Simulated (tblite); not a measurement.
C₆H₁₇N₃Si.
Cartesian coordinates in Å at the GFN2-xTB level; atoms count from 1:
```xyz
27
C6H17N3Si angstrom
C      4.156   -0.762    0.766
N      3.045    0.130    0.868
C      1.918   -0.200    0.431
C      0.729    0.702    0.537
N     -0.001    0.808   -0.706
C      0.750    1.493   -1.726
Si    -1.173   -0.376   -1.139
N     -2.156   -0.580    0.257
C     -2.958   -1.763    0.426
C     -2.729    0.558    0.934
H      4.522   -0.966    1.773
H      3.916   -1.711    0.265
H      4.953   -0.254    0.221
H      1.717   -1.164   -0.066
H      1.060    1.695    0.863
H      0.056    0.284    1.290
H      0.132    1.614   -2.612
H      1.048    2.480   -1.363
H      1.657    0.948   -2.009
H     -0.689   -1.734   -1.440
H     -1.824    0.185   -2.332
H     -3.958   -1.643   -0.010
H     -3.077   -1.984    1.491
H     -2.474   -2.607   -0.057
H     -2.779    0.365    2.011
H     -3.747    0.766    0.580
H     -2.115    1.437    0.759
```

Computed with GFN2-xTB (tblite): harmonic, unscaled wavenumbers at the GFN2-xTB geometry, gas phase. The method is semi-empirical: single wavenumbers can be off by several per cent or more. Modes of hydrogen on silicon can be 10 to 20 % off. One conformer, not necessarily the lowest.

Harmonic wavenumbers (cm⁻¹): 32.3, 50.4, 62.3, 76.5, 109.3, 132.3, 170.1, 176.2, 202.5, 213.2, 232.8, 255.5, 273.9, 292.5, 304.0, 391.0, 402.7, 450.7, 512.7, 545.9, 627.4, 684.8, 718.1, 803.2, 814.4, 851.1, 964.1, 1030.4, 1038.4, 1044.0, 1057.1, 1082.6, 1092.4, 1098.2, 1109.8, 1128.4, 1131.2, 1167.0, 1206.3, 1212.4, 1276.6, 1307.8, 1309.1, 1335.1, 1390.5, 1414.8, 1422.3, 1427.3, 1437.9, 1460.9, 1475.0, 1482.4, 1485.9, 1490.7, 1503.8, 1507.8, 1513.4, 1765.9, 2160.7, 2205.6, 2804.2, 2877.2, 2878.8, 2888.2, 2898.5, 2925.0, 2935.0, 2943.0, 2954.6, 2958.9, 2986.0, 3002.1, 3038.6, 3040.9, 3044.8.

A = 1835, B = 547.9, C = 496.6 MHz; mass 159.119 u (most abundant isotopes); point group C1, symmetry number 1.

Zero-point energy?

½Σν̃ = 49649 cm⁻¹ = 593.93 kJ/mol.

Entropy at 273.15 K, 1 bar (ideal gas, RRHO, classical rotation)?

Translation 170.26, rotation 127.96, vibration 187.81: S = 486.0 J/(mol K).

And Cp and H(273.15 K) − H(0)?

Cp = 206.93 J/(mol K), of which vibrations give 173.68 (their classical limit is 75 R = 623.6); H(273.15 K) − H(0) = 35.16 kJ/mol without the zero-point energy, 26.08 from vibrations.

How do the functions run with temperature in this model?

| T (K) | S (J/(mol K)) | Cp (J/(mol K)) | H − H(0) (kJ/mol) | G − H(0) (kJ/mol) | ln q(vib) |
| --- | --- | --- | --- | --- | --- |
| 50 | 268.2 | 72.3 | 2.51 | -10.91 | 1.16 |
| 100 | 331.2 | 112.6 | 7.17 | -25.96 | 3.37 |
| 298.15 | 504.7 | 220.3 | 40.50 | -109.98 | 12.15 |
| 373.15 | 558.5 | 260.8 | 58.55 | -149.87 | 15.19 |
| 500 | 643.9 | 324.3 | 95.76 | -226.21 | 20.13 |
| 750 | 794.7 | 419.7 | 189.54 | -406.50 | 29.28 |
| 1000 | 924.9 | 484.2 | 303.04 | -621.84 | 37.73 |

q(vib) and H(0) count from the zero-point level.

Which modes carry the vibrational entropy at 273.15 K?

32.3 cm⁻¹: 23.05; 50.4 cm⁻¹: 19.37; 62.3 cm⁻¹: 17.62; 76.5 cm⁻¹: 15.93; 109.3 cm⁻¹: 13.02; 132.3 cm⁻¹: 11.48 J/(mol K); the other 69 give 87.34 together.

Blend soft modes into free rotors: weight 1/[1 + (100 cm⁻¹/ν̃)⁴] for the oscillator and the rest for a rotor with moment μB/(μ + B), μ = h/(8π²ν), B = 10⁻⁴⁴ kg m². What vibrational entropy results?

169.72 J/(mol K) in place of 187.81, which changes −T·S at 273.15 K by +4.94 kJ/mol.

What must be added to the electronic energy to get the Gibbs energy at 273.15 K and 1 bar?

ZPE + [H(273.15 K) − H(0)] − T·S = 593.93 + 35.16 − 132.76 = 496.33 kJ/mol.

Hindered rotation and anharmonicity are outside this model. Other conformers, if any are populated, would add a mixing term that is left out. The structure is chiral; the term R ln 2 for an equal mix with its mirror image is left out.
